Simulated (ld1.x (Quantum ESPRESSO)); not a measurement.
Before and after: TM potential for Bi (Z = 83)

ld1.x (Quantum ESPRESSO) 7.5 input, shortened:

```
&input
   title='Bi', zed=83., rel=1, dft='PZ', iswitch=3,
   config='[Xe] 4f14 5d10 6s2 6p2.5'
 /
 &inputp
   pseudotype=2, tm=.true., lloc=0,
   nlcc=.true., new_core_ps=.true.
 /
3
6P  2  1   2.50   0.00  2.50  2.50  0.0
5D  3  2  10.00   0.00  1.15  1.15  0.0
6S  1  0   2.00   0.00  1.75  1.75  0.0
 &test
   configts(1)='5d10 6s2 6p2.5'
 /
```

All-electron outer shells of the reference configuration (LDA (PZ), scalar-relativistic, ld1.x):

| shell | level (eV) | outermost node (bohr) | outermost maximum (bohr) |
| --- | --- | --- | --- |
| 4f | -156.87 | – | 0.34 |
| 5p | -99.87 | 0.48 | 0.86 |
| 5d | -31.08 | 0.51 | 1.03 |
| 6s | -18.46 | 0.98 | 1.86 |
| 6p | -8.11 | 1.14 | 2.41 |

Change: all radii but the core radius scaled by about 0.95 (s 1.66, p 2.38, d 1.10 bohr).

Cutoffs: the cutoffs (Ry, on a coarse ladder) from which the occupation-weighted sum of valence levels, in a spherical-Bessel basis at the reference potential, stays within 10 and 1 mRy of its value at 400 Ry; they do not see the model core or the augmentation charge, which bear on the density cutoff. Errors are all-electron minus pseudo energies relative to the spin-unpolarised reference configuration.

**Question.** What does the change do?

**Answer.** The potential gets neither clearly harder nor softer (90 Ry and 120 Ry → 90 Ry and 120 Ry); the d channel sets the loose cutoff, while the largest relative change is in s, which becomes harder; the errors of the 9 common tests hardly move; neither file shows a bound ghost.

| quantity | base | changed |
| --- | --- | --- |
| cutoff, loose | 90 Ry | 90 Ry |
| cutoff, tight | 120 Ry | 120 Ry |
| loose cutoff by channel (10 mRy a level) | p 10 Ry, d 50 Ry, s 21 Ry | p 10 Ry, d 50 Ry, s 25 Ry |
| bound ghosts | none | none |
| error for 5d10 6s2 6p3, meV [ΔE -3.21 eV] | +1.7 | +1.7 |
| error for 5d10 6s2 6p2, meV [ΔE 4.95 eV] | -2.1 | -2.1 |
| error for 5d10 6s2 6p1, meV [ΔE 20.51 eV] | -8.8 | -8.8 |
| error for 5d10 6s2 6p0, meV [ΔE 44.23 eV] | -26 | -25 |
| error for 5d9 6s2 6p4, meV [ΔE 20.92 eV] | -239 | -231 |
| error for 5d10 6s1 6p0, meV [ΔE 90.14 eV] | -47 | -41 |
| error for 5d10 6s2 6p3.3, meV [ΔE -4.36 eV] | +2.6 | +2.5 |
| error for 5d10 6s2 6p2.5 (spin-polarised), meV [ΔE -0.78 eV] | +6.4 | +6.9 |
| error for 5d10 6s2 6p3 (spin-polarised), meV [ΔE -4.23 eV] | +9.8 | +10 |
